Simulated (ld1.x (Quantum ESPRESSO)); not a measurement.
# Transferability test, PAW potential for calcium

ld1.x (Quantum ESPRESSO) 7.5 input, shortened:

```
&input
   title='Ca', zed=20., rel=1, dft='PZ', iswitch=3,
   config='[Ar] 3d0 4s2 4p0'
 /
 &inputp
   pseudotype=3, lpaw=.true., tm=.true., lloc=-1, rcloc=2.50,
   nlcc=.true., new_core_ps=.true.,
   which_augfun='PSQ', rmatch_augfun_nc=.true.
 /
6
3S  1  0   2.00   0.00  1.75  2.15  0.0
4S  2  0   2.00   0.00  1.75  2.15  0.0
3P  2  1   6.00   0.00  1.90  2.55  0.0
4P  3  1   0.00   0.00  1.90  2.55  0.0
3D  3  2   0.00   0.00  2.15  2.60  0.0
3D  3  2   0.00   2.00  2.15  2.60  0.0
 &test
   configts(1)='3s2 3p6 3d0 4s2 4p0'
 /
```

Energies are relative to the spin-unpolarised reference configuration 3s2 3p6 3d0 4s2 4p0; without spin polarisation the order of configurations can differ from experiment. Not all tests gave a result: test run stopped at test 5 of 9 (negative rho). The frozen-core shift is the all-electron ΔE with the core orbitals held at their reference shape minus the fully relaxed ΔE.

```tsv
valence configuration	charge	ΔE all-electron (eV)	error AE − PS (meV)	frozen-core shift (meV)
3s2 3p6 3d0 4s1 4p0	+1	6.463	+0.1	+0.1
3s2 3p6 3d0 4s1.5 4p0	+0.5	2.567	0.0	+0.1
3s2 3p6 3d0.5 4s1.5 4p0	0	1.022	-1.6	+0.9
```

**Question.** What are ΔE and the potential's error for 3s2 3p6 3d0 4s0 4p0?

**Answer.** ΔE = 18.413 eV all-electron; the error (AE − PS) is -0.5 meV.

Levels in the configuration 3s2 3p6 3d0 4s1 4p0:

| level | all-electron (eV) | pseudo (eV) |
| --- | --- | --- |
| 3s | -53.795 | -53.792 |
| 3p | -34.915 | -34.912 |
| 4s | -9.175 | -9.174 |
